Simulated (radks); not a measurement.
Results of a calculation; reference values are marked as such.
Q: Pb59+, configuration [Ar] 3d5. Code: a radial shooting solver on a logarithmic mesh with Libxc functionals. Model: scalar-relativistic Kohn-Sham, PBEsol, spin-polarised, spherical densities, finite nucleus; open shells are filled with parallel spins first (spin-orbit coupling, left out, can overturn this in heavy ions); Fermi nuclear charge, rms radius 5.5012 fm. Some entries of the table are withheld. Estimate them.

orbital,occ.,eigenvalue (hartree),<r> (bohr)
1s up,1,-3385.220,0.01606
1s down,1,-3385.200,0.01606
2s up,1,-725.4461,0.06733
2s down,1,-724.4220,0.06726
2p up,3,-643.8677,0.06109
2p down,3,-643.0265,0.06102
3s up,1,-271.4634,(1)
3s down,1,-270.2859,(2)
3p up,3,-247.7556,0.1671
3p down,3,-246.5800,0.1675
3d up,5,-226.5236,0.1492
3d down,0,-225.0392,0.1497

A: 
(1) 3s up <r> (bohr): 0.1673
(2) 3s down <r> (bohr): 0.1677
